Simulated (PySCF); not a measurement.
MgHF, SMILES [F][MgH].

Geometry optimised at r2SCAN-D4/def2-TZVPD.

The numbers are results of C-PCM-B3LYP/def2-TZVPD (PySCF 2.14.0), not measurements.

The values are the electrostatic part of the solvation free energy, E(continuum) − E(gas) at the gas-phase geometry, in a cavity of scaled van der Waals radii (PySCF's table); cavitation and dispersion terms are not included. A continuum can't describe solvent molecules that bind to the metal. In vacuum the orbital gap is 6.85 eV. The dipole moment in vacuum is 1.51 D.

Computed values in water (ε = 78.36), tetrahydrofuran (ε = 7.43), chloroform (ε = 4.71):
```json
[
 {"solvent": "water", "ε": "78.36", "ΔG(elec) (kcal/mol)": "-15.7", "dipole (D)": "1.29", "gap (eV)": "7.11"},
 {"solvent": "tetrahydrofuran", "ε": "7.43", "ΔG(elec) (kcal/mol)": "-13.5", "dipole (D)": "1.33", "gap (eV)": "7.07"},
 {"solvent": "chloroform", "ε": "4.71", "ΔG(elec) (kcal/mol)": "-12.1", "dipole (D)": "1.36", "gap (eV)": "7.05"}
]
```
